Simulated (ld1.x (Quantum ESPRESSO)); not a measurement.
# In (Z = 49): from the effect back to the setting (TM)

Base potential:

In, norm-conserving Troullier–Martins (Kleinman–Bylander form), made with ld1.x (Quantum ESPRESSO) 7.5 (PBEsol, scalar-relativistic). Core [Kr], reference 4d10 5s2 5p0.5 (charge +0.5). Waves: 5p (bound): rc 2.60 bohr; 4d (bound): rc 1.65 bohr; 5s (bound): rc 1.65 bohr. Local part: the s channel. Core correction: a·sin(br)/r model core inside 1.50 bohr.

Cutoffs, loose and tight: the cutoffs (Ry, on a coarse ladder) from which the occupation-weighted sum of valence levels, in a spherical-Bessel basis at the reference potential, stays within 10 and 1 mRy of its value at 400 Ry. They do not see the model core or the augmentation charge, which bear on the density cutoff. Test errors are all-electron minus pseudo excitation energies from the reference, over the configurations 4d10 5s2 5p1; 4d10 5s2 5p0; 4d10 5s1 5p0; 4d9 5s2 5p1; 4d10 5s1 5p1; 4d9 5s2 5p2; 4d10 5s2 5p1.3; variants that change the core or the reference have their own tests. The largest error is taken over the tests solved by every variant that gives reliable tests at all, those not shown here included: 4d10 5s1 5p0; 4d10 5s1 5p1; 4d10 5s2 5p0; 4d10 5s2 5p1; 4d10 5s2 5p1.3; 4d9 5s2 5p1.

Only the scale of all radii but the core radius (base = 1) is moved:

| scale of all radii but the core radius (base = 1) | cutoff, loose | cutoff, tight | bound ghosts | largest test error (meV) |
| --- | --- | --- | --- | --- |
| 0.8 | 140 Ry | 300 Ry | p, s (extra level of the local part) | +592 |
| 0.91 | 90 Ry | 160 Ry | none | +3.3 |
| 0.98 | 80 Ry | 140 Ry | none | -224 |
| 1.1 | 70 Ry | 110 Ry | none | -209 |
| 1.36 | 55 Ry | 90 Ry | none | -97 |

Problem. One more run gave cutoff, loose: 60 Ry; cutoff, tight: 100 Ry; bound ghosts: none; largest test error (meV): -160. Which value of the scale of all radii but the core radius (base = 1) was used?

Solution. 1.25. The loose cutoff moves one way along this sweep, from 140 Ry at 0.8 to 55 Ry at 1.36, which places the run between 1.1 and 1.36.
